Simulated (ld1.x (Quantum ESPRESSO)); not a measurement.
## Bi: one change to a PAW potential, before and after

ld1.x (Quantum ESPRESSO) 7.5 input, shortened:

```
&input
   title='Bi', zed=83., rel=1, dft='PZ', iswitch=3,
   config='[Xe] 4f14 5d10 6s1 6p4'
 /
 &inputp
   pseudotype=3, lpaw=.true., tm=.true., lloc=-2, rcloc=1.95,
   nlcc=.false.,
   which_augfun='BESSEL', rmatch_augfun=2.05
 /
6
6S  1  0   1.00   0.00  1.85  2.00  0.0
6S  1  0   0.00  -0.40  1.85  2.00  0.0
6P  2  1   4.00   0.00  1.85  2.25  0.0
6P  2  1   0.00   1.35  1.85  2.25  0.0
5D  3  2  10.00   0.00  1.90  2.25  0.0
5D  3  2   0.00  -1.25  1.90  2.25  0.0
 &test
   configts(1)='5d10 6s1 6p4'
 /
```

All-electron outer shells of the reference configuration (LDA (PZ), scalar-relativistic, ld1.x):

```tsv
shell	level (eV)	outermost node (bohr)	outermost maximum (bohr)
4f	-154.71	–	0.34
5p	-97.68	0.48	0.86
5d	-28.79	0.51	1.03
6s	-15.80	0.98	1.86
6p	-5.43	1.14	2.41
```

Change: waves 5d (bound): rcut 1.82, rcutus 1.92 bohr; 5d channel at -1.25 Ry: rcut 1.82, rcutus 1.92 bohr.

Cutoffs: the cutoffs (Ry, on a coarse ladder) from which the occupation-weighted sum of valence levels, in a spherical-Bessel basis at the reference potential, stays within 10 and 1 mRy of its value at 400 Ry; they do not see the model core or the augmentation charge, which bear on the density cutoff. Errors are all-electron minus pseudo energies relative to the spin-unpolarised reference configuration.

Task: How do hardness, ghosts and transferability respond?

Result: The potential gets harder (21 Ry and 40 Ry → 35 Ry and 55 Ry); the errors of the 9 common tests hardly move; the range in which the d phases agree widens (upper end 1.6 → at the end of the scan); neither file shows a bound ghost. A smaller radius makes the pseudo-wave follow the all-electron one further in, where it bends more sharply, so more plane waves are needed.

| quantity | base | changed |
| --- | --- | --- |
| cutoff, loose | 21 Ry | 35 Ry |
| cutoff, tight | 40 Ry | 55 Ry |
| loose cutoff by channel (10 mRy a level) | s 8 Ry, p 6 Ry, d 18 Ry | s 8 Ry, p 6 Ry, d 25 Ry |
| bound ghosts | none | none |
| error for 5d10 6s2 6p3, meV [ΔE -10.18 eV] | +1.1 | +1.3 |
| error for 5d10 6s2 6p2, meV [ΔE -2.02 eV] | -2.3 | -2.1 |
| error for 5d10 6s2 6p1, meV [ΔE 13.54 eV] | -8.9 | -8.8 |
| error for 5d10 6s1 6p3, meV [ΔE 8.87 eV] | -3.9 | -3.9 |
| error for 5d9 6s2 6p4, meV [ΔE 13.95 eV] | -61 | -54 |
| error for 5d10 6s0 6p5, meV [ΔE 10.54 eV] | -2.2 | -2.1 |
| error for 5d10 6s2 6p0, meV [ΔE 37.26 eV] | -21 | -21 |
| error for 5d10 6s1 6p4 (spin-polarised), meV [ΔE -1.02 eV] | -0.8 | -0.7 |
| error for 5d10 6s2 6p3 (spin-polarised), meV [ΔE -11.20 eV] | +1.4 | +1.5 |
| s: phases at 2.46 bohr within 0.05 rad from the reference energy up to (Ry; the scan ends near 5) | 3.7 | 3.7 |
| p: phases at 2.46 bohr within 0.05 rad from the reference energy up to (Ry; the scan ends near 5) | 4.9 | 4.9 |
| d: phases at 2.46 bohr within 0.05 rad from the reference energy up to (Ry; the scan ends near 5) | 1.6 | to the end of the scan |
| lowest overlap eigenvalue by channel | s 0.41, p 0.52, d 0.09 | s 0.41, p 0.52, d 0.46 |
